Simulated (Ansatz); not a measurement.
Cl2Pb (SMILES [Cl][Pb][Cl]), singlet, geometry from GFN2-xTB (such geometries of metal compounds can be far from the true shape) (core potentials on Pb). Base run: BLYP/def2-SVP (Ansatz, a program for electronic structure).

Here is a job for Ansatz.
Ansatz 0.2 input:
```yaml
crystal:
  periodic: [false, false, false]
  atoms:
    - {symbol: Pb, position_ang: [0.00765115, -0.01117216, 0.46344358]}
    - {symbol: Cl, position_ang: [1.26191218, 1.44651416, -1.10463352]}
    - {symbol: Cl, position_ang: [-1.29881774, -1.39262489, -1.13080023]}
basis:
  gaussian:
    orbitals: def2-SVP
hamiltonian:
  xc: blyp
```

Each row names what was changed in the base input (with any setting that the change needs).

| change | ΔE vs base (mEh) |
|---|---|
| base | 0.000 |
| occupation = up:A1:13 A2:3 B1:4 B2:8 down:A1:13 A2:3 B1:4 B2:8 | 493.9 |
| occupation = up:A1:12 A2:3 B1:3 B2:10 down:A1:12 A2:3 B1:3 B2:10 | 551.4 |
| symmetry_tolerance_ang = 0.01 | 0.000 |
| occupation = up:A1:12 A2:2 B1:4 B2:10 down:A1:12 A2:2 B1:4 B2:10 | 537.8 |
| occupation = up:A1:12 A2:3 B1:4 B2:9 down:A1:12 A2:3 B1:4 B2:9 | 0.000 |
| occupation = up:A1:13 A2:2 B1:4 B2:9 down:A1:13 A2:2 B1:4 B2:9 | 513.0 |
